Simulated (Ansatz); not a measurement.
Consider the formal exchange of groups at a B–B bond: `BrBB1C=C1` + CH₄ → `CB1C=C1` + `BBr`.

Computed with Ansatz on PBE0-D4/def2-TZVP structures; ΔE is electronic, products minus reactants. CCSD(T)/CBS adds triple-zeta CCSD(T) − MP2 to the extrapolated MP2 energy (def2 sets, frozen cores). This one scheme is used for every species. Functionals use def2-TZVPP. B3LYP here is the variant with VWN-RPA as its local correlation; programs differ in this. HSE06 is defined as in plane-wave codes. For Br outer-core shells are correlated without core-valence functions, which leaves a few kJ/mol of doubt a bond. Scalar relativity is left out up to krypton. Each species was taken in one conformer, which may not be the lowest.

```tsv
level	ΔE (kcal/mol)	difference from CCSD(T)/CBS
LDA (SPW92)	4.9	1.7
PBE-D4	5.6	2.4
revPBE-D4	5.5	2.3
BLYP-D4	5.2	2.0
r2SCAN-D4	5.0	1.8
B97M-V	5.4	2.2
PBE0-D4	4.3	1.1
B3LYP-D4	4.3	1.1
r2SCANh-D4	4.5	1.3
r2SCAN0-D4	3.9	0.7
BHLYP-D4	3.1	-0.1
CAM-B3LYP-D4	3.2	0.0
ωB97X-V	3.0	-0.2
ωB97M-V	2.5	-0.7
B2PLYP	3.3	0.1
PBE-QIDH	3.1	-0.1
PBE	5.2	2.0
revPBE	5.2	2.0
r2SCAN	4.9	1.7
PBE0	4.0	0.8
B3LYP	3.7	0.5
r2SCANh	4.4	1.2
r2SCAN0	3.7	0.5
HSE06	4.0	0.8
BHLYP	2.4	-0.8
CAM-B3LYP	2.8	-0.4
LC-ωPBE	2.9	-0.3
HF/def2-SVP	0.4	-2.8
MP2/def2-SVP	2.5	-0.7
CCSD/def2-SVP	2.5	-0.7
CCSD(T)/def2-SVP	2.9	-0.3
HF/def2-TZVPP	0.8	-2.4
MP2/def2-TZVPP	2.9	-0.3
SCS-MP2/def2-TZVPP	2.5	-0.7
CCSD/def2-TZVPP	2.6	-0.6
CCSD(T)/def2-TZVPP	3.1	-0.1
MP2/def2-QZVPP	2.9	-0.3
HF/CBS(def2)	0.8	-2.4
MP2/CBS(def2)	3.0	-0.2
CCSD/CBS(def2)	2.7	-0.5
CCSD(T)/CBS	3.2	0
```

(1) What do rigid-rotor, harmonic-oscillator terms from PBE0-D4/def2-TZVP frequencies (298.15 K, 1 bar) make of the CCSD(T)/CBS value? (An estimate is asked.)

Largest T1 diagnostic among the species: 0.012.

Answers

(1) The calculation gave: ΔZPE = -0.7 kcal/mol, ΔH = +2.2 kcal/mol, ΔS = 25 J/(mol·K), ΔG = +0.4 kcal/mol. Modes under 50 cm⁻¹ make the entropy rough.

From BLYP to BHLYP (50 % exact exchange), in def2-TZVPP and without D4, ΔE moves by −2.2 kcal/mol. Leaving LDA and LC-ωPBE aside and taking each functional with its dispersion term where it has one, the values spread over 3.0 kcal/mol, from ωB97M-V to PBE-D4. In def2-TZVPP, CCSD(T) changes the Hartree–Fock value by +2.3 kcal/mol (the triples alone add +0.5 kcal/mol) and MP2 by +2.1 kcal/mol.

CCSD(T)/CBS has its own doubt, a few kJ/mol and more with outer-core shells, so smaller differences from it don't rank the levels.
